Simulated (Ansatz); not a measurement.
Consider the isomerisation: `N[Si@@H](Cl)[C@H](O)F` → `CO[Si](N)(F)Cl`.

Calculated with Ansatz (gas phase, PBE0-D4/def2-TZVP geometries, no zero-point term in ΔE). CCSD(T)/CBS is the MP2 limit (def2-TZVPP, def2-QZVPP) plus CCSD(T) − MP2 in def2-TZVPP, frozen cores. DFT in def2-TZVPP. One conformer a species, not always the lowest.

```
       level  ΔE (kcal/mol)
   r2SCAN-D4          -78.7
HF/CBS(def2)          -85.8
```

Task: What does CCSD(T)/CBS give? (Estimate.)

Result: Ansatz gave: -80.7 kcal/mol. The listed levels differ from it by 2.0, -5.1 kcal/mol.

Largest T1 diagnostic among the species: 0.011.

In def2-TZVPP, CCSD(T) changes the Hartree–Fock value by +4.8 kcal/mol (the triples alone add +1.1 kcal/mol) and MP2 by +2.2 kcal/mol. From PBE to PBE0 (25 % exact exchange), in def2-TZVPP and without D4, ΔE moves by −3.8 kcal/mol.
